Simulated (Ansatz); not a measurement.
`CCCCCC(C)(C)C` + `O[SiH2]S` → `CS[SiH2]O` + `CCCCC(C)(C)C`  (substitution at a C–C bond)

Calculated with Ansatz (gas phase, PBE0-D4/def2-TZVP geometries, no zero-point term in ΔE). CCSD(T)/CBS is the MP2 limit (def2-TZVPP, def2-QZVPP) plus CCSD(T) − MP2 in def2-TZVPP, frozen cores. Functionals use def2-TZVPP. B3LYP here is the variant with VWN-RPA as its local correlation; programs differ in this. Each species was taken in one conformer, which may not be the lowest.

`CCCCCC(C)(C)C`:

Z-matrix (Å, degrees):
```
C
C 1 1.520
H 1 1.094 2 111.1
H 1 1.093 2 111.8 3 -120.0
H 1 1.092 2 111.2 3 119.9
C 2 1.525 1 113.9 3 55.8
H 2 1.095 1 109.2 3 -65.5
H 2 1.095 1 109.5 3 179.2
C 6 1.525 2 115.4 1 58.5
H 6 1.096 2 108.8 1 -178.9
H 6 1.097 2 108.7 1 -63.8
C 9 1.520 6 113.4 2 60.4
H 9 1.095 6 109.4 2 -62.8
H 9 1.094 6 108.1 2 -177.7
C 12 1.536 9 116.7 6 176.7
H 12 1.098 9 108.7 6 54.1
H 12 1.096 9 109.3 6 -61.0
C 15 1.527 12 111.0 9 -61.4
C 15 1.527 12 107.9 9 179.5
C 15 1.527 12 110.7 9 60.5
H 18 1.094 15 111.0 12 -55.9
H 18 1.094 15 110.6 12 -175.5
H 18 1.092 15 111.9 12 64.8
H 19 1.094 15 111.0 12 60.0
H 19 1.094 15 111.1 12 -179.9
H 19 1.094 15 111.0 12 -59.9
H 20 1.094 15 111.0 12 55.9
H 20 1.092 15 111.8 12 -64.8
H 20 1.094 15 110.6 12 175.5
```

`O[SiH2]S`:

```xyz
7

O    -0.556    1.070    0.897
Si   -0.440   -0.035   -0.312
S     1.293   -1.271   -0.170
H    -0.472    0.746    1.796
H    -1.551   -1.018   -0.296
H    -0.435    0.771   -1.551
H     2.161   -0.263   -0.365
```

`CS[SiH2]O`:

```xyz
10

C    -0.336   -1.303    1.055
S     0.805    0.109    1.165
Si    0.120    1.251   -0.483
O     0.320    0.500   -1.935
H    -0.237   -1.813    0.098
H    -1.367   -0.979    1.198
H    -0.066   -1.992    1.855
H     0.890    2.518   -0.389
H    -1.341    1.477   -0.401
H     1.213    0.232   -2.162
```

`CCCCC(C)(C)C`:

Z-matrix (Å, degrees):
```
C
C 1 1.519
H 1 1.094 2 111.1
H 1 1.093 2 111.7 3 120.2
H 1 1.094 2 111.1 3 -119.6
C 2 1.521 1 113.0 3 59.8
H 2 1.096 1 109.7 3 -178.1
H 2 1.096 1 109.7 3 -62.2
C 6 1.520 2 112.5 1 -180.0
H 6 1.096 2 108.8 1 57.7
H 6 1.096 2 108.8 1 -57.6
C 9 1.535 6 117.0 2 179.9
H 9 1.098 6 108.7 2 -57.4
H 9 1.098 6 108.7 2 57.3
C 12 1.527 9 110.8 6 -61.0
C 12 1.527 9 110.8 6 60.8
C 12 1.527 9 107.9 6 179.9
H 15 1.094 12 110.6 9 -175.6
H 15 1.092 12 111.8 9 64.7
H 15 1.094 12 111.0 9 -56.0
H 16 1.092 12 111.8 9 -64.8
H 16 1.094 12 110.6 9 175.5
H 16 1.094 12 111.0 9 55.9
H 17 1.094 12 111.0 9 -60.0
H 17 1.094 12 111.0 9 179.9
H 17 1.094 12 111.0 9 59.9
```

| level | ΔE (kcal/mol) | difference from CCSD(T)/CBS |
| --- | --- | --- |
| PBE-D4 | 1.1 | -1.2 |
| B3LYP-D4 | 1.4 | -0.9 |
| B2PLYP | 1.4 | -0.9 |
| PBE | 0.5 | -1.8 |
| MP2/def2-TZVPP | 2.8 | 0.5 |
| CCSD(T)/def2-TZVPP | 3.1 | 0.8 |
| HF/def2-QZVPP | 1.2 | -1.1 |
| SCS-MP2/def2-QZVPP | 2.1 | -0.2 |
| HF/CBS(def2) | 1.2 | -1.1 |
| MP2/CBS(def2) | 2.1 | -0.2 |
| CCSD(T)/CBS | 2.3 | 0 |

Largest T1 diagnostic among the species: 0.011.

The D4 term adds +0.8 kcal/mol with B3LYP and +0.6 kcal/mol with PBE0; it sums over pairs of atoms, weighted by their polarisabilities, and B3LYP, whose exchange is more repulsive, gets the larger term. In def2-TZVPP, CCSD(T) changes the Hartree–Fock value by +1.8 kcal/mol (the triples alone add −0.1 kcal/mol) and MP2 by +1.5 kcal/mol.
